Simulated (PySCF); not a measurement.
Si(F)2(I)(OH) (F2HIOSi), SMILES F[Si](F)(I)O.

The structure is a stationary point at B3LYP-D3(BJ)/def2-SVP. The def2 effective core potentials stand for the cores of I; spin–orbit coupling is left out. One conformer was computed; it need not be the lowest.

Level of theory: PBE/def2-TZVP (PySCF).

Symmetry labels are those of the subgroup Cs that the program uses (full group Cs).

### Question
List the valence orbital energies around the gap with their symmetry. (The exact figures need the calculation; the answer reports its results.)

### Answer

```json
[
 {"orbital": "HOMO−7", "symmetry": "A'", "energy (eV)": "-11.10"},
 {"orbital": "HOMO−6", "symmetry": "A\"", "energy (eV)": "-10.58"},
 {"orbital": "HOMO−5", "symmetry": "A\"", "energy (eV)": "-10.22"},
 {"orbital": "HOMO−4", "symmetry": "A'", "energy (eV)": "-9.53"},
 {"orbital": "HOMO−3", "symmetry": "A'", "energy (eV)": "-9.14"},
 {"orbital": "HOMO−2", "symmetry": "A\"", "energy (eV)": "-8.71"},
 {"orbital": "HOMO−1", "symmetry": "A'", "energy (eV)": "-7.10"},
 {"orbital": "HOMO", "symmetry": "A\"", "energy (eV)": "-7.09"},
 {"orbital": "LUMO", "symmetry": "A'", "energy (eV)": "-1.67"},
 {"orbital": "LUMO+1", "symmetry": "A'", "energy (eV)": "-0.24"},
 {"orbital": "LUMO+2", "symmetry": "A\"", "energy (eV)": "0.27"},
 {"orbital": "LUMO+3", "symmetry": "A'", "energy (eV)": "0.52"}
]
```
